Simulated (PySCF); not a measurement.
## Potential energy of TeO along the bond

Set-up: Te def2-SVP with ECP28, O def2-SVP; scalar-relativistic core potentials (PySCF 2.14). Energies in eV from Te + O in their ground configurations at the same level. State: ³Σ⁻ (triplet), unpaired electrons π ↑↑.

All columns are PBE0. A positive dipole means Te(−)O(+).

```tsv
R (Å)	E (eV)	μ (D)	Mulliken charge on Te (basis-dependent)	HOMO (eV)	LUMO (eV)	Mayer bond order	⟨S²⟩
1.594	-1.780	-2.43	0.48	-6.34	-2.72	1.92	2.01
1.668	-2.792	-2.62	0.47	-6.54	-2.92	1.92	2.01
1.742	-3.342	-2.77	0.46	-6.73	-3.12	1.92	2.01
1.797	-3.535	-2.86	0.45	-6.87	-3.26	1.92	2.01
1.853	-3.589	-2.93	0.44	-7.00	-3.40	1.92	2.01
1.909	-3.536	-2.98	0.42	-7.12	-3.54	1.93	2.01
1.983	-3.346	-3.02	0.40	-7.27	-3.71	1.93	2.01
2.075	-2.980	-3.03	0.37	-7.42	-3.91	1.93	2.01
2.187	-2.438	-2.99	0.33	-7.55	-4.13	1.92	2.01
2.335	-1.662	-2.81	0.27	-7.37	-4.37	1.87	2.03
```

A fit through these points gives, at Re = 1.851 Å, μ = -2.93 D and dμ/dR = -1.07 D/Å; the reduced mass is 14.24 u.

Task: How strong is the fundamental in the double-harmonic approximation, I = 42.26·(dμ/dR)²/μred km/mol?

Result: I = 42.26·(-1.07)²/14.24 = 3.40 km/mol at PBE0.

These are scalar-relativistic numbers at best; spin–orbit coupling would shift them, the dissociation energy most. The state was picked by a PBE0 search and need not be the measured ground state.
